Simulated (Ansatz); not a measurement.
`[CH3][Al]([NH2])[SiH2][SiH3]` + `F[SiH2]Cl` → `[CH3][Al]([NH2])[SiH2]F` + `[SiH3][SiH2]Cl`  (redistribution)

Isolated molecules relaxed with PBE0-D4/def2-TZVP in Ansatz; ΔE leaves out vibrations. CCSD(T)/CBS adds triple-zeta CCSD(T) − MP2 to the extrapolated MP2 energy (def2 sets, frozen cores). This one scheme is used for every species. Each species was taken in one conformer, which may not be the lowest.

```csv
level,ΔE (kcal/mol)
MP2/def2-TZVPP,10.4
HF/def2-QZVPP,7.3
HF/CBS(def2),7.3
CCSD/CBS(def2),8.8
```

(1) What does CCSD(T)/CBS give? (An estimate is asked.)

Largest T1 diagnostic among the species: 0.013.

Results:

(1) The calculation gave: +9.3 kcal/mol. The listed levels differ from it by 1.1, -2.0, -2.0, -0.5 kcal/mol.

In def2-TZVPP, CCSD(T) changes the Hartree–Fock value by +2.5 kcal/mol (the triples alone add +0.5 kcal/mol) and MP2 by +3.0 kcal/mol.
